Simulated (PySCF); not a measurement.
Job file and geometry (Å, from GFN2-xTB) of an NMR shielding run on SMILES PB(P[SiH2]C)O, CH9BOP2Si, PySCF 2.14.0, density-fitted response routines, GIAO PBE0/pcSseg-1 NMR shielding, non-relativistic, gas phase; density fitting, a coarse starting grid and PySCF grid level 2 are the driver's defaults:

```
$ OMP_NUM_THREADS=1 python probes_run.py task.json out

{"job": {"kind": "nmr", "xc": "PBE0", "basis": "pcSseg-1"}, "charge": 0, "multiplicity": 1}
C     -2.291528     0.575690     0.364771
Si    -1.444091    -0.758913    -0.697339
P      0.375576     0.174803    -1.611088
B      1.454651     0.292720    -0.050354
O      1.231436     1.190186     0.911678
P      2.888488    -0.928723     0.295361
H     -2.337981     1.525030    -0.163576
H     -1.765245     0.736493     1.302662
H     -3.308030     0.285056     0.609367
H     -2.276629    -1.134922    -1.843738
H     -1.166687    -1.944993     0.125973
H      0.896827    -0.998259    -2.113870
H      0.505360     1.812106     0.823757
H      3.711028    -0.026773     0.938391
H      3.522410    -0.791512    -0.925216
```

**Question.** What does the program print?

**Answer.** 
```
coarse grid: 13712 points
cycle   1  E = -1115.1219684952  dE =  4.237e-01  |g| = 6.648e-01  |ddm| = 3.398e+00
cycle   2  E = -1115.0133378229  dE =  1.086e-01  |g| = 1.006e+00  |ddm| = 1.579e+00
cycle   3  E = -1115.2068652805  dE = -1.935e-01  |g| = 1.097e-01  |ddm| = 1.152e+00
cycle   4  E = -1115.2094723859  dE = -2.607e-03  |g| = 3.343e-02  |ddm| = 1.426e-01
cycle   5  E = -1115.2097270280  dE = -2.546e-04  |g| = 7.727e-03  |ddm| = 3.433e-02
cycle   6  E = -1115.2097437864  dE = -1.676e-05  |g| = 2.450e-03  |ddm| = 1.307e-02
cycle   7  E = -1115.2097451831  dE = -1.397e-06  |g| = 3.821e-04  |ddm| = 3.261e-03
final grid: 117752 points
cycle   8  E = -1115.2533683704  dE = -2.985e-05  |g| = 7.764e-03  |ddm| = 2.627e-02
cycle   9  E = -1115.2533585103  dE =  9.860e-06  |g| = 1.053e-02  |ddm| = 1.444e-02
cycle  10  E = -1115.2533814200  dE = -2.291e-05  |g| = 9.916e-04  |ddm| = 8.362e-03
cycle  11  E = -1115.2533816092  dE = -1.892e-07  |g| = 2.322e-04  |ddm| = 1.120e-03
cycle  12  E = -1115.2533816208  dE = -1.155e-08  |g| = 6.968e-05  |ddm| = 3.310e-04
cycle  13  E = -1115.2533816221  dE = -1.343e-09  |g| = 1.238e-05  |ddm| = 1.136e-04
cycle  14  E = -1115.2533816222  dE = -4.047e-11  |g| = 5.368e-06  |ddm| = 2.359e-05
converged SCF energy = -1115.2533816222

GIAO shielding tensors (ppm)
atom      isotropic    diamagn.    paramagn.     s11        s22        s33       span
  0 C      193.283     254.704     -61.421    185.982    195.866    197.999     12.017
  1 Si     399.828     881.034    -481.206    368.271    391.136    440.076     71.805
  2 P      566.148     971.636    -405.488    512.680    549.557    636.206    123.526
  3 B       35.736     196.937    -161.201    -32.776     39.254    100.728    133.504
  4 O      120.488     387.679    -267.190    -42.501    105.991    297.975    340.476
  5 P      548.409     967.115    -418.706    483.800    515.690    645.739    161.939
  6 H       31.604      31.545       0.059     27.014     29.569     38.229     11.216
  7 H       31.593      33.307      -1.713     26.802     30.478     37.500     10.698
  8 H       31.170      28.778       2.392     26.039     27.558     39.913     13.875
  9 H       27.287      29.656      -2.369     23.364     25.220     33.277      9.912
 10 H       27.095      29.900      -2.805     23.134     25.930     32.221      9.087
 11 H       30.283      33.278      -2.995     25.084     28.511     37.254     12.170
 12 H       25.449      33.452      -8.002     20.660     25.081     30.607      9.947
 13 H       29.672      29.585       0.086     24.662     26.744     37.609     12.948
 14 H       29.894      30.071      -0.177     24.732     29.144     35.808     11.076
```

Size and cost of the density-fitted run: 168 basis functions, roughly 60 core-seconds.
